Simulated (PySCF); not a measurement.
Benzoxazole, C7H5NO.
Numbering: `[cH:1]1[cH:2][cH:3][c:4]2[o:5][cH:6][n:7][c:8]2[cH:9]1` (hydrogens: H10 on C1; H11 on C2; H12 on C3; H13 on C6; H14 on C9)

Structure used (GFN2-xTB), in Å, numbered top down from 1:
```
atom  x, y, z in Å
C1    -1.7258    0.7621    0.1438
C2    -1.7743   -0.6322    0.1800
C3    -0.6314   -1.4044    0.0896
C4     0.5628   -0.7192   -0.0386
O5     1.8358   -1.1834   -0.1470
C6     2.5843   -0.0663   -0.2434
N7     1.9494    1.0473   -0.2103
C8     0.6245    0.6893   -0.0774
C9    -0.5349    1.4473    0.0150
H10   -2.6493    1.3162    0.2197
H11   -2.7319   -1.1202    0.2818
H12   -0.6626   -2.4815    0.1178
H13    3.6465   -0.1790   -0.3397
H14   -0.4937    2.5236   -0.0134
```

Level of theory: PySCF, TDDFT CAM-B3LYP/def2-SVPD, vertical, gas phase, core orbitals frozen in the response.

Kohn–Sham orbitals with the atoms that hold most of them (Löwdin shares over 4%, at most four atoms; ? is withheld):

| orbital | ε (eV) | atoms |
| --- | --- | --- |
| HOMO-3 | -11.21 | N7 34%, O5 14%, C6 13%, C8 10% |
| HOMO-2 | -9.98 | N7 62%, C8 11%, C6 8%, C4 6% |
| HOMO-1 | -8.58 | ? |
| HOMO | ? | C2 20%, C8 16%, C6 13%, N7 9% |
| LUMO | 0.05 | ? |
| LUMO+1 | 0.98 | C1 20%, C4 20%, C9 12%, C2 11% |
| LUMO+2 | 1.51 | C6 18%, C3 12%, O5 11%, C2 10% |

Task: Which atoms hold the HOMO-1, and with what shares?

Result: C1 (bonded to 2 C and H) 21%; C9 (bonded to 2 C and H) 18%; C3 (bonded to 2 C and H) 17%; C4 (bonded to 2 C and O) 14%.

Task: Which atoms hold the LUMO, and with what shares?

Result: C6 (bonded to N, O and H) 18%; C9 (bonded to 2 C and H) 14%; C3 (bonded to 2 C and H) 14%; C2 (bonded to 2 C and H) 13%.

Task: What is the HOMO energy, and the HOMO–LUMO gap?

Result: ε(HOMO) = -8.28 eV; the gap is 8.33 eV (0.3061 hartree).

Task: The HOMO–LUMO gap is 8.33 eV. Where does the response calculation put the lowest singlet, and from which orbitals?

Result: S1 is at 5.27 eV (f = 0.058), 3.06 eV below the gap, made of HOMO-1→LUMO (39%), HOMO→LUMO (31%), HOMO→LUMO+1 (21%). Its leading pair isn't HOMO and LUMO; the energies of that pair differ by 8.63 eV. Without the coupling terms of the response equations the lowest excitation would equal the gap.

Task: One configuration dominates each of S3 and S5. Which, and how do the shares of the two leading atoms of either orbital change from the occupied to the empty one?

Result: 
- S3 (6.14 eV, f 0.0017), HOMO-2→LUMO (86%): N7 62% → at most 13%, C8 11% → at most 13%, C6 8% → 18%, C9 at most 6% → 14%
- S5 (6.94 eV, f 0.478), HOMO-1→LUMO+1 (76%): C1 21% → 20%, C9 18% → 12%, C4 14% → 20%

Löwdin shares depend on the basis, the more so with diffuse functions.
